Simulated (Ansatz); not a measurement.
Job for Ansatz (a program for electronic structure): R-B3LYP/def2-TZVPPD on dimethyl selenide (SMILES C[Se]C) with ghost functions. Files ending in .json are basis or fitting sets from the Basis Set Exchange.

Ansatz 0.2 input:
```yaml
crystal:
  periodic: [false, false, false]
  atoms:
    - {symbol: C, position_ang: [-0.89416439, 1.69410587, -0.20739339]}
    - {symbol: Se, position_ang: [0.59857725, 0.44933573, 0.06816918]}
    - {symbol: C, position_ang: [-0.43148371, -1.20351071, -0.17863480]}
    - {symbol: H, position_ang: [-1.66101380, 1.51309350, 0.54170218]}
    - {symbol: H, position_ang: [-0.49389250, 2.69885104, -0.09093413]}
    - {symbol: H, position_ang: [-1.29244608, 1.57289240, -1.21206378]}
    - {symbol: H, position_ang: [-1.21790498, -1.25642454, 0.57019856]}
    - {symbol: H, position_ang: [0.26169880, -2.03116262, -0.04553532]}
    - {symbol: H, position_ang: [-0.84589694, -1.23098117, -1.18372368]}
basis:
  gaussian:
    orbitals: def2-TZVPPD.json
    ghost_atoms:
      - {symbol: O, position_ang: [-1.18663193, 0.19324771, 2.91138082]}
      - {symbol: H, position_ang: [-0.87964292, 0.23790868, 3.82208480]}
      - {symbol: H, position_ang: [-0.39314488, 0.31460588, 2.36280441]}
hamiltonian:
  xc: {name: B3LYP}
scf: {lower_state_search: off}
```

The head of its log:

```
WARN ansatz: RAYON_NUM_THREADS=1 ignored (pool sized by the plan → 1); use --threads N
Functional definition: B3LYP
these checks for a lower state are left out or cut short: stability, starts, cluster_reference, orbital_swaps, neighbouring_geometries, increment
integrals: 0.28 GiB planned
1432 factors; their error is unknown
mean field: 1.57 GiB planned
mean field evaluation 1: about -67513.4764 eV, gradient 6.7e1 eV
mean field evaluation 2: about -67503.7587 eV, gradient 8.6e1 eV
```

Give the final energy of this run.

-2481.4489 hartree.
